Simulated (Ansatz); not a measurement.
Ansatz (a program for electronic structure) input (PBE0/def2-TZVPD):

Ansatz 0.2 input:
```yaml
crystal:
  periodic: [false, false, false]
  atoms:
    - {symbol: Cr, position_ang: [-0.00000000, 0.00000000, -0.00000000]}
    - {symbol: O, position_ang: [-1.11336117, -1.17073606, -0.14895301]}
    - {symbol: O, position_ang: [-0.05768559, 1.30204394, -0.96630065]}
    - {symbol: O, position_ang: [1.17104676, -0.13130788, 1.11525367]}
basis:
  gaussian:
    orbitals: def2-TZVPD
hamiltonian:
  xc: {name: PBE0}
total_charge: -1
magnetization: {spin_polarized: true, initial_magnetization: 1}
output: {forces: true}
```

Output:

```
Functional definition: PBE0
integrals: 0.08 GiB planned
1048 factors; their error is unknown
mean field: 1.02 GiB planned
mean field evaluation 1: about -34536.3896 eV, gradient 7.9e1 eV
mean field evaluation 2: about -34069.8041 eV, gradient 4.2e2 eV
mean field evaluation 4: about -34547.2116 eV, gradient 5.8e1 eV
mean field evaluation 8: about -34555.4701 eV, gradient 1.2e0 eV
mean field evaluation 16: about -34555.5803 eV, gradient 7.9e-2 eV
mean field evaluation 32: about -34554.2202 eV, gradient 1.1e1 eV
mean field -34555.58035324 eV, -1269.8941553681 hartree, gradient 5.1e-5 eV, S^2 0.806510; 3 other end points of the search recorded, 0 dependent functions left out
the calculation of the forces begins
reference -34555.58038996 eV, -1269.8941567173 hartree; 25, 24 occupied and 143, 144 virtual orbitals, 1048 factors
Total energy: -34555.58038996 eV, -1269.8941567173 hartree
Atom 0 at    -0.000000     0.000000    -0.000000 Å, force    -0.000027    -0.000029    -0.000004 eV/Å
Atom 1 at    -1.113361    -1.170736    -0.148953 Å, force     0.350499     0.368561     0.046892 eV/Å
Atom 2 at    -0.057686     1.302044    -0.966301 Å, force     0.018161    -0.409869     0.304183 eV/Å
Atom 3 at     1.171047    -0.131308     1.115254 Å, force    -0.368632     0.041337    -0.351071 eV/Å
Dipole moment:     0.000001     0.000001     0.000000 e Å
```

The spin state was set by rule; other spins were not relaxed.
